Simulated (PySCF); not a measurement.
Compound: CH6GeS2.
Structure used (PBE0-D3(BJ)/def2-SVP), in Å, numbered top down from 1:
```xyz
10
CH6GeS2 angstrom
C     -1.619    0.631   -0.145
S     -0.814   -0.242    1.234
Ge     0.976   -0.992    0.168
S      2.076    0.707   -0.772
H     -2.467    1.184    0.281
H     -0.923    1.341   -0.614
H     -1.997   -0.072   -0.900
H      0.605   -1.886   -1.028
H      1.826   -1.730    1.213
H      2.260    1.358    0.398
```

The calculation used TDDFT CAM-B3LYP/def2-SVPD, vertical, gas phase, core orbitals frozen in the response (PySCF). Relativistic effects, spin–orbit coupling among them, are left out although an element past zinc is present.

Transition dipole moments from the ground state, in atomic units and in the frame of the coordinates above (overall signs are arbitrary), for the states with f of 0.002 or more among the lowest 7:

| state | E (eV) | μx | μy | μz |
| --- | --- | --- | --- | --- |
| S1 | 5.264 | 0.298 | 0.211 | -0.023 |
| S2 | 5.675 | -0.291 | 0.163 | -0.003 |
| S3 | 6.123 | 0.350 | -0.296 | -0.033 |
| S4 | 6.135 | 0.317 | 0.140 | 0.076 |
| S5 | 6.406 | -0.086 | -0.147 | 0.064 |
| S6 | 6.448 | -0.221 | -0.103 | 0.024 |
| S7 | 6.951 | 0.171 | 0.064 | -0.116 |

Question: Work out the oscillator strengths.

Answer: f = (2/3) ΔE |μ|² with ΔE in hartree (27.2114 eV).

```csv
state,|μ|² (au),|μ| (D),f
S1,0.134,0.93,0.017
S2,0.111,0.85,0.015
S3,0.212,1.17,0.032
S4,0.126,0.90,0.019
S5,0.033,0.46,0.005
S6,0.060,0.62,0.009
S7,0.047,0.55,0.008
```

Question: Which bond between heavy atoms lies closest to the direction of the S3 transition dipole?

Answer: S2–Ge3, at 30° from it; next C1–S2 at 54°.

Question: What angle do the transition dipoles of S2 and S4 make?

Answer: |cos θ| = |μa·μb| / (|μa| |μb|) = 0.59, so θ ≈ 54° (taken between 0 and 90°, since the signs are arbitrary).

Question: How is the summed strength of these states shared among x, y and z?

Answer: (2/3) Σ ΔE μα² gives 0.071 for x, 0.031 for y and 0.004 for z, 0.106 in all.

All these states lie below the vertical ionisation energy of 9.06 eV (ΔSCF).

One conformer stands for the species.
